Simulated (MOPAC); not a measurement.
MOPAC input (PM3):

```
PM3 FORCE THERMO(298,298) PRECISE LET GEO-OK AUX(PRECISION=9) THREADS=1
CSe2

Se   -0.00000000 1   -0.00000000 1   -1.54082273 1
C     0.00000000 1    0.00000000 1   -0.00000001 1
Se   -0.00000000 1    0.00000000 1    1.54082274 1
```

From the output:

```
    Se    3   0.620897   3.522328   4.017807

          HEAT OF FORMATION =      64.756231 KCALS/MOLE

          ZERO POINT ENERGY       2.957 KCAL/MOL

           NORMAL COORDINATE ANALYSIS (Total motion = 1 Angstrom)

   Root No.       1         2         3         4

                 1 Sig     1 Piu     1 Piu     1 Siu

                 312.6     364.4     364.4    1026.9

           1    0.5000    0.0000   -0.0000   -0.0660
           2    0.0000   -0.0660   -0.0001   -0.0000
           3   -0.0000    0.0001   -0.0660   -0.0000
           4   -0.0000   -0.0000    0.0000    0.8680
           5   -0.0000    0.8680    0.0015    0.0000
           6   -0.0000   -0.0015    0.8680   -0.0000
           7   -0.5000    0.0000   -0.0000   -0.0660
           8   -0.0000   -0.0660   -0.0001   -0.0000
           9    0.0000    0.0001   -0.0660    0.0000

           MASS-WEIGHTED COORDINATE ANALYSIS (NORMAL COORDINATES)

   Root No.       1         2         3         4

                 1 Sig     1 Piu     1 Piu     1 Siu

                 312.6     364.4     364.4    1026.9

           1    0.7071    0.0000   -0.0000   -0.1880
           2    0.0000   -0.1880   -0.0001   -0.0000
           3   -0.0000    0.0001   -0.1880   -0.0000
           4   -0.0000   -0.0000    0.0000    0.9640
           5   -0.0000    0.9640    0.0004    0.0000
           6   -0.0000   -0.0004    0.9640   -0.0000
           7   -0.7071    0.0000   -0.0000   -0.1880
           8   -0.0000   -0.1880   -0.0001   -0.0000
           9    0.0000    0.0001   -0.1880    0.0000

          DESCRIPTION OF VIBRATIONS

 VIBRATION          1    1Sig        ATOM PAIR     ENERGY CONTRIBUTION    RADIAL
 FREQUENCY           312.57         Se1 -- Se3         +53.2% (100.0%)    100.0%
 TRANSITION DIPOLE   0.0000         Se1 -- C 2         +23.4% ( 66.4%)    100.0%
 TRAVEL (Ang.)       0.0739         C 2 -- Se3         +23.4% ( 66.4%)    100.0%
 REDUCED MASS       39.4800
 EFFECTIVE MASS     78.9600
 FORCE CONSTANT      2.2726

 VIBRATION          3    1Piu        ATOM PAIR     ENERGY CONTRIBUTION    RADIAL
 FREQUENCY           364.42         Se1 -- C 2         +49.9% ( 96.5%)      0.0%
 TRANSITION DIPOLE   0.0322         C 2 -- Se3         +49.9% ( 96.5%)      0.0%
 TRAVEL (Ang.)       0.1323         Se1 -- Se3          +0.3% (  7.1%)      0.0%
 REDUCED MASS       10.5703
 EFFECTIVE MASS     14.8133
 FORCE CONSTANT      0.8271

 VIBRATION          4    1Siu        ATOM PAIR     ENERGY CONTRIBUTION    RADIAL
 FREQUENCY          1026.90         C 2 -- Se3         +49.9% ( 96.6%)    100.0%
 TRANSITION DIPOLE   6.3320         Se1 -- C 2         +49.9% ( 96.6%)    100.0%
 TRAVEL (Ang.)       0.0788         Se1 -- Se3          +0.3% (  7.1%)      0.0%
 REDUCED MASS       10.5703
 EFFECTIVE MASS     14.8133
 FORCE CONSTANT      6.5675

      SYMMETRY NUMBER FOR POINT-GROUP D*h =  2

          SYSTEM IS A GROUND STATE

 CSe2

          MOLECULE IS LINEAR

          THERE ARE  4 GENUINE VIBRATIONS IN THIS SYSTEM
          THIS THERMODYNAMICS CALCULATION IS LIMITED TO
          MOLECULES WHICH HAVE NO INTERNAL ROTATIONS

                    CALCULATED THERMODYNAMIC PROPERTIES
                                          *
   TEMP. (K)   PARTITION FUNCTION   H.O.F.    ENTHALPY  HEAT CAPACITY ENTROPY
                                   KCAL/MOL   CAL/MOLE    CAL/K/MOL  CAL/K/MOL

 298.00  VIB.     0.1887D+01                   707.7566     5.0878     3.6364
         ROT.     0.2303D+04                   592.1869     1.9872    17.3723
         INT.     0.4345D+04                  1299.9435     7.0750    21.0087
         TRA.     0.2142D+28                  1480.4672     4.9680    41.2963
         TOT.                       64.756    2780.4106    12.0430    62.3049

   *: NOTE: HEATS OF FORMATION ARE RELATIVE TO THE
            ELEMENTS IN THEIR STANDARD STATE AT 298K
              (=  Standard Enthalpy of Formation).

            Hvib:  Zero-point energy is not included.
                   frequencies of less than zero cm-1 are not included.
            Hrot = (3/2)RT
            Htra = (3/2)RT + pV = (5/2)RT

            Heat capacity is Cp, not Cv

          For more information, see: HTTP://OpenMOPAC.net/Manual/thermochemistry.html

           FORCE CONSTANT IN CARTESIAN COORDINATES (Millidynes/A)

    ATOM   CHEMICAL       X               Y               Z
   NUMBER   SYMBOL  FORCE CONSTANT  FORCE CONSTANT  FORCE CONSTANT

      1      Se        4.006414        0.218582        0.218582
      2       C        6.935112        0.873387        0.873387
      3      Se        4.006414        0.218582        0.218582

 **********************
 *                    *
 * JOB ENDED NORMALLY *
 *                    *
 **********************

 == MOPAC DONE ==
```
